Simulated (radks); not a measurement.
Q: Species: Ir LXII. Configuration: [Ne] 3s2 3p4. Method: Dirac Kohn-Sham, BLYP, spin-unpolarised, spherical densities, finite nucleus; open shells fill j = l - 1/2 first; Fermi nuclear charge, rms radius 5.4032 fm; computed with a radial shooting solver on a logarithmic mesh with Libxc functionals. Some entries of the table are withheld. Estimate them.

orbital,occ.,eigenvalue (eV),<r> (bohr),<r^2> (bohr^2)
1s1/2,2,-80858.79,(1),0.0004194
2s1/2,2,-17978.56,(2),0.006222
2p1/2,2,-17477.98,(3),(4)
2p3/2,4,-15816.17,(5),(6)
3s1/2,2,-7144.684,(7),0.03558
3p1/2,2,-6957.804,0.1654,(8)
3p3/2,2,-6521.033,0.1776,(9)

A: 
(1) 1s1/2 <r> (bohr): 0.01744
(2) 2s1/2 <r> (bohr): 0.07222
(3) 2p1/2 <r> (bohr): 0.05952
(4) 2p1/2 <r^2> (bohr^2): 0.004408
(5) 2p3/2 <r> (bohr): 0.06756
(6) 2p3/2 <r^2> (bohr^2): 0.005540
(7) 3s1/2 <r> (bohr): 0.1763
(8) 3p1/2 <r^2> (bohr^2): 0.03183
(9) 3p3/2 <r^2> (bohr^2): 0.03648
